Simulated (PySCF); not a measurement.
C4H3ClF2, SMILES FC(=C=C(C)Cl)F.

Coordinates come from a PBE-D3(BJ)/def2-SVP optimisation. The structure was generated by enumeration, and PubChem lists no compound with its InChIKey, so it may never have been made.

Level of theory: PBE-D3(BJ)/def2-SVP in PySCF.

Frequencies are harmonic and unscaled.

Computed harmonic wavenumbers and intensities:
```json
[
 {"mode": "1", "ν (cm⁻¹)": "85", "IR (km/mol)": "0.3", "moving atoms (share of kinetic energy)": "C 43 %, Cl 30 %, F 21 %"},
 {"mode": "2", "ν (cm⁻¹)": "101", "IR (km/mol)": "0.3", "moving atoms (share of kinetic energy)": "F 48 %, C 39 %"},
 {"mode": "3", "ν (cm⁻¹)": "131", "IR (km/mol)": "0.9", "moving atoms (share of kinetic energy)": "F 62 %, C 17 %, H 11 %, Cl 10 %"},
 {"mode": "4", "ν (cm⁻¹)": "180", "IR (km/mol)": "0.3", "moving atoms (share of kinetic energy)": "H 92 %"},
 {"mode": "5", "ν (cm⁻¹)": "279", "IR (km/mol)": "0.5", "moving atoms (share of kinetic energy)": "C 36 %, F 23 %, H 20 %, Cl 20 %"},
 {"mode": "6", "ν (cm⁻¹)": "422", "IR (km/mol)": "2.1", "moving atoms (share of kinetic energy)": "C 66 %, H 18 %, F 13 %"},
 {"mode": "7", "ν (cm⁻¹)": "424", "IR (km/mol)": "1.7", "moving atoms (share of kinetic energy)": "C 41 %, Cl 39 %, F 14 %"},
 {"mode": "8", "ν (cm⁻¹)": "490", "IR (km/mol)": "16.1", "moving atoms (share of kinetic energy)": "C 60 %, F 33 %"},
 {"mode": "9", "ν (cm⁻¹)": "578", "IR (km/mol)": "12.6", "moving atoms (share of kinetic energy)": "C 83 %, F 14 %"},
 {"mode": "10", "ν (cm⁻¹)": "591", "IR (km/mol)": "4.8", "moving atoms (share of kinetic energy)": "C 69 %, F 29 %"},
 {"mode": "11", "ν (cm⁻¹)": "608", "IR (km/mol)": "51.1", "moving atoms (share of kinetic energy)": "C 52 %, F 30 %, Cl 11 %"},
 {"mode": "12", "ν (cm⁻¹)": "789", "IR (km/mol)": "117.8", "moving atoms (share of kinetic energy)": "F 41 %, C 38 %, H 18 %"},
 {"mode": "13", "ν (cm⁻¹)": "992", "IR (km/mol)": "2.1", "moving atoms (share of kinetic energy)": "H 65 %, C 35 %"},
 {"mode": "14", "ν (cm⁻¹)": "1015", "IR (km/mol)": "159.7", "moving atoms (share of kinetic energy)": "C 45 %, H 40 %, F 15 %"},
 {"mode": "15", "ν (cm⁻¹)": "1071", "IR (km/mol)": "58.1", "moving atoms (share of kinetic energy)": "C 72 %, H 25 %"},
 {"mode": "16", "ν (cm⁻¹)": "1236", "IR (km/mol)": "258.8", "moving atoms (share of kinetic energy)": "C 72 %, F 28 %"},
 {"mode": "17", "ν (cm⁻¹)": "1329", "IR (km/mol)": "10.6", "moving atoms (share of kinetic energy)": "H 77 %, C 23 %"},
 {"mode": "18", "ν (cm⁻¹)": "1385", "IR (km/mol)": "5.1", "moving atoms (share of kinetic energy)": "H 89 %, C 10 %"},
 {"mode": "19", "ν (cm⁻¹)": "1388", "IR (km/mol)": "13.4", "moving atoms (share of kinetic energy)": "H 97 %"},
 {"mode": "20", "ν (cm⁻¹)": "1484", "IR (km/mol)": "124.1", "moving atoms (share of kinetic energy)": "C 86 %, H 9 %"},
 {"mode": "21", "ν (cm⁻¹)": "2053", "IR (km/mol)": "577.3", "moving atoms (share of kinetic energy)": "C 100 %"},
 {"mode": "22", "ν (cm⁻¹)": "2976", "IR (km/mol)": "4.8", "moving atoms (share of kinetic energy)": "H 97 %"},
 {"mode": "23", "ν (cm⁻¹)": "3059", "IR (km/mol)": "1.7", "moving atoms (share of kinetic energy)": "H 91 %, C 9 %"},
 {"mode": "24", "ν (cm⁻¹)": "3098", "IR (km/mol)": "3.7", "moving atoms (share of kinetic energy)": "H 90 %, C 10 %"}
]
```
